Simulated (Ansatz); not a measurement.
Molecule: C5H7Si, charge -1, multiplicity 1. It need not be the lowest isomer of its formula. Whether it binds its extra electron was not tested at this geometry. 
Coordinates optimised at B3LYP-D3(BJ)/def2-TZVP (Ansatz, a first-principles code):
```
C
C 1 1.3647
H 2 1.0898 1 124.02
C 2 1.4509 3 125.01 1 180.00
C 4 1.3770 2 113.34 3 -180.00
H 4 1.0895 5 125.27 2 180.00
C 1 1.5292 2 104.58 3 180.00
H 7 1.0989 1 111.57 2 -121.32
H 7 1.0989 8 105.20 5 -118.38
Si 1 1.8145 2 126.76 3 0.00
H 10 1.4960 1 112.78 2 0.00
H 10 1.5009 11 105.37 1 125.84
H 10 1.5009 11 105.37 12 108.32
```
Charge -1, spin multiplicity 1.

Basis-set convergence of Hartree-Fock and CCSD correlation energies (hartree) with Ansatz. Correlated levels leave the core frozen unless marked. Spin-orbit coupling is left out. Non-relativistic. This anion needs diffuse functions, which these sets lack.

```json
[
 {"basis": "cc-pV(D+d)Z", "functions": "128", "E(HF)": "-482.25482", "E(corr, CCSD)": "-0.82647"},
 {"basis": "cc-pV(T+d)Z", "functions": "287", "E(HF)": "-482.31886", "E(corr, CCSD)": "-0.98096"},
 {"basis": "cc-pV(Q+d)Z", "functions": "549", "E(HF)": "___", "E(corr, CCSD)": "___"}
]
```

### Question
What belongs in the gaps?

### Answer

- cc-pV(Q+d)Z, E(HF): -482.33684
- cc-pV(Q+d)Z, E(corr, CCSD): -1.02969
